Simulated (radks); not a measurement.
Species: Gd3+. Configuration: [Kr] 4d10 4f7 5p6 6s2 (not the ground configuration).

All-electron calculation, scalar-relativistic Kohn-Sham, LDA (Slater exchange, Perdew-Wang correlation), spin-polarised, spherical densities, finite nucleus; open shells are filled with parallel spins first (spin-orbit coupling, left out, can overturn this in heavy ions); Fermi nuclear charge, rms radius 5.1569 fm. Program: a radial shooting solver on a logarithmic mesh with Libxc functionals.

Energy parts (eV):
| part | energy |
|---|---|
| total | -306332.90 |
| kinetic | 328805.28 |
| electron-nucleus | -745113.84 |
| Hartree | 116504.33 |
| exchange-correlation | -6528.66 |

Orbitals (lengths in bohr, moments of r in powers of bohr):
orbital,occ.,eigenvalue (eV),<r>,<1/r>
1s down,1,-50087.83,0.02192,71.58
1s up,1,-50087.82,0.02192,71.58
2s up,1,-8304.315,0.09335,16.61
2s down,1,-8304.209,0.09335,16.61
2p up,3,-7398.626,0.08239,15.51
2p down,3,-7398.552,0.08239,15.51
3s up,1,-1871.534,0.2448,6.089
3s down,1,-1868.697,0.2446,6.095
3p up,3,-1590.831,0.2433,5.727
3p down,3,-1588.018,0.2430,5.734
3d up,5,-1218.882,0.2214,5.437
3d down,5,-1216.684,0.2211,5.443
4s up,1,-409.9465,0.5534,2.571
4s down,1,-403.6971,0.5534,2.570
4p up,3,-317.3539,0.5856,2.364
4p down,3,-311.1723,0.5859,2.362
4d up,5,-189.0908,0.6355,2.085
4d down,5,-183.0331,0.6368,2.081
5p up,3,-63.4107,1.456,0.9028
5p down,3,-60.9024,1.484,0.8823
4f up,7,-49.5152,0.8073,1.578
4f down,0,-44.0168,0.8336,1.547
6s up,1,-27.3352,2.872,0.4490
6s down,1,-26.8402,2.913,0.4428

The highest occupied level is 6s down at -26.840 eV. The configuration is held as typed, so some empty levels lie below it. The spin density at the nucleus is -13.30 e/bohr^3 (1s -0.03, 2s -1.50, 3s -15.83, 4s 2.04, 6s 2.02). The electron density at the nucleus is 6.55e+05 e/bohr^3 (large components only). Summed over all electrons, <r^2> = 47.81 bohr^2, which gives a Langevin (diamagnetic) susceptibility term of -37.9 x 10^-6 cm^3/mol. Spin moment in Bohr magnetons: 7.
